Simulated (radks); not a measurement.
Excited configurations of the thallium ion Tl+: one electron is placed in a higher orbital outside [Xe] 4f14 5d10 6s1. The ground configuration is [Hg]. All-electron calculation, scalar-relativistic Kohn-Sham, r2SCAN, spin-polarised, spherical densities, finite nucleus; open shells are filled with parallel spins first (spin-orbit coupling, left out, can overturn this in heavy ions); meta-GGA in the generalised Kohn-Sham scheme; Fermi nuclear charge, rms radius 5.4759 fm. Program: a radial shooting solver on a logarithmic mesh with Libxc functionals. Excitation = E - E(ground); binding = E(ion) - E, where the ion is the core of charge +2; n* = 2/sqrt(2 binding) in atomic units, and the quantum defect is n - n*.

outer orbital  excitation (eV)  binding (eV)     n*  quantum defect
6p                       7.479        12.904  2.054           3.946
6d                      14.592         5.791  3.066           2.934
7s                      12.904         7.479  2.698           4.302
7p                      14.799         5.584  3.122           3.878
7d                      17.019         3.364  4.022           2.978
7f                      18.741         1.642  5.758           1.242

The Delta-SCF ionisation energy is 20.383 eV (NIST Atomic Spectra Database: 20.428 eV, measured). Self-interaction in the functional shifts the binding energies and quantum defects, so they are the method's values and not measured ones.
